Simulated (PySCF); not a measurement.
C3H3, SMILES CC#[C], multiplicity 2. The structure is a stationary point at ωB97X-D3(BJ)/def2-TZVP. The isomer is the one that the SMILES or the coordinates give; other isomers of the formula were not compared.

Computed equilibrium geometry at ωB97X-D3(BJ)/def2-TZVP (PySCF confirms it by a frequency run) as bond lengths and angles, and its point group:
point group Cs.
Atoms: C1 C2 C3 H4 H5 H6. Bonds (Å): C1–C2 1.270, C2–C3 1.452, C3–H4 1.097, C3–H5 1.092, C3–H6 1.092. Angles (°): C1–C2–C3 168.0, C2–C3–H4 108.0, C2–C3–H5 111.5, C2–C3–H6 111.5, H4–C3–H5 107.7, H4–C3–H6 107.7, H5–C3–H6 110.3.
Charge 0, spin multiplicity 2.
